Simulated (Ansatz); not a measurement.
This geometry of BF2HO + ClH (7 atoms, charge 0, multiplicity 1) is a first-order saddle point.

These are results of RHF/def2-SVP in Ansatz, not measurements.

```xyz
7
Properties=species:S:1:pos:R:3
B -0.007 0.083 0.104
O -0.004 -0.030 1.561
H -0.818 -0.366 1.923
F 1.123 -0.139 -0.491
F -1.151 -0.161 -0.474
Cl 0.042 2.387 0.639
H 0.055 1.111 1.633
```

**Question.** Which two structures does it join? (They come from a converged band through this point; their orientation in space is the band's.)

**Answer.** Bonds broken: Cl6–H7. Bonds formed: B1–Cl6, O2–H7. BF2HO + ClH becomes BClF2H2O.

First end point:

```xyz
7
Properties=species:S:1:pos:R:3
B -0.099 -0.409 0.048
O -0.161 -0.408 1.382
H -1.029 -0.538 1.736
F 1.049 -0.229 -0.545
F -1.166 -0.601 -0.692
Cl 0.023 3.008 1.179
H 0.623 2.062 1.787
```

Last end point:

```xyz
7
Properties=species:S:1:pos:R:3
B -0.024 0.464 -0.031
O 0.018 0.013 1.645
H -0.776 -0.442 1.903
F 1.094 -0.061 -0.509
F -1.167 -0.125 -0.396
Cl -0.065 2.287 0.051
H 0.160 0.748 2.232
```

**Question.** How far does it lie above each of them?

**Answer.** 36.8 kcal/mol above the first and 26.0 kcal/mol above the second. This is the barrier of this one path; another mechanism may lie lower. The orbitals stay closed-shell, which can raise the energy where a bond breaks towards radicals; this wasn't checked here.

Run time: 92 s on 1 thread of Arm Neoverse V2, with other jobs on the host, peak memory 0.15 GiB.
